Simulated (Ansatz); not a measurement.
Born–Oppenheimer molecular dynamics of CH5FOSi (9 atoms, charge 0, multiplicity 1). It starts from a relaxed structure.

These are results of RKS PBE/def2-SVP in Ansatz 0.2.0, not measurements.

| Quantity | Value |
| --- | --- |
| ensemble | NVT, Langevin thermostat |
| time step | 0.5 fs |
| steps asked | 250 |
| set temperature | 1000 K |
| friction | 0.01 /fs |
| seed | 967883 |

First frame:

```xyz
9
Properties=species:S:1:pos:R:3
Si 0.079 -0.087 0.120
H 0.078 -0.177 1.620
C 1.779 0.000 -0.631
H 2.373 -0.898 -0.368
H 1.710 0.057 -1.736
H 2.324 0.895 -0.270
F -0.743 1.292 -0.230
O -0.702 -1.392 -0.571
H -1.582 -1.599 -0.211
```

**Question.** How far do the bonds stretch over the last three quarters of this one trajectory? (Pairs bonded in most of those frames.)

**Answer.** 
```
  bond  mean (Å)  spread (Å)  shortest  longest
Si1–H2     1.535       0.113      1.35     1.72
Si1–C3     1.879       0.022      1.84     1.93
Si1–F7     1.644       0.030      1.58     1.69
Si1–O8     1.682       0.029      1.62     1.73
 C3–H4     1.123       0.051      1.03     1.22
 C3–H5     1.125       0.060      1.01     1.25
 C3–H6     1.117       0.045      1.03     1.20
 O8–H9     0.978       0.017      0.94     1.02
```

Mean temperature of the second half: 925 K. A run of 0.12 ps of so small a system gives no equilibrium averages.

Run time: 4.8 min on 2 threads of Arm Neoverse V1 (shared host), peak memory 0.12 GiB.
